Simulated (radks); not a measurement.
Question: Radial electron density D(r) = 4 pi r^2 rho(r) of an atom or ion with 55 electrons. Calculated with a radial shooting solver on a logarithmic mesh with Libxc functionals: Dirac Kohn-Sham, BLYP, spin-unpolarised, spherical densities, finite nucleus; Fermi nuclear charge, rms radius of each element as measured or else 0.836 A^(1/3) + 0.57 fm.

| r (bohr) | D(r) (e/bohr) |
|---|---|
| 0.00104 | 2.607 |
| 0.001211 | 3.376 |
| 0.001409 | 4.358 |
| 0.001654 | 5.679 |
| 0.001925 | 7.270 |
| 0.002242 | 9.261 |
| 0.00261 | 11.73 |
| 0.003038 | 14.75 |
| 0.003537 | 18.41 |
| 0.004117 | 22.77 |
| 0.004793 | 27.86 |
| 0.005625 | 34.00 |
| 0.006548 | 40.48 |
| 0.007623 | 47.40 |
| 0.008874 | 54.45 |
| 0.01033 | 61.20 |
| 0.01203 | 67.11 |
| 0.014 | 71.59 |
| 0.0163 | 74.13 |
| 0.01913 | 74.40 |
| 0.02227 | 72.56 |
| 0.02592 | 69.44 |
| 0.03018 | 66.40 |
| 0.03513 | 65.13 |
| 0.0409 | 67.13 |
| 0.04762 | 72.93 |
| 0.05543 | 81.50 |
| 0.06505 | 90.49 |
| 0.07573 | 95.27 |
| 0.08816 | 93.72 |
| 0.1026 | 86.11 |
| 0.1195 | 76.28 |
| 0.1391 | 69.88 |
| 0.1619 | 70.61 |
| 0.1885 | 76.84 |
| 0.2212 | 81.71 |
| 0.2575 | 77.20 |
| 0.2998 | 62.51 |
| 0.349 | 44.15 |
| 0.4063 | 31.32 |
| 0.473 | 28.24 |
| 0.5507 | 31.25 |
| 0.6411 | 32.97 |
| 0.7523 | 28.92 |
| 0.8758 | 21.27 |
| 1.02 | 14.09 |
| 1.187 | 9.754 |
| 1.382 | 7.852 |
| 1.609 | 6.761 |
| 1.873 | 5.395 |
| 2.18 | 3.722 |
| 2.559 | 2.150 |
| 2.979 | 1.170 |
| 3.467 | 0.6611 |
| 4.037 | 0.4214 |
| 4.699 | 0.2804 |
| 5.471 | 0.1685 |
| 6.369 | 0.08291 |
| 7.414 | 0.03156 |
| 8.701 | 0.008303 |
| 10.13 | 0.001661 |
| 11.79 | 0.0002279 |

What is the nuclear charge?

Answer: Z = 56. The innermost maximum, from 1s, lies near gamma/Z bohr with gamma = sqrt(1 - (Z/c)^2) = 0.913, here 0.0163 bohr (found: 0.0179), and its height grows with Z. The density is that of the barium ion Ba+ in [Xe] 6s1; the configuration itself is not fixed sharply by these data, and Z only to a few units. D(r) has 4 maxima, at r = 0.0179, 0.0788, 0.225, 0.626 bohr, and minima at 0.0349, 0.148, 0.462 bohr, inside which lie 2.02, 11.23, 28.98 electrons.
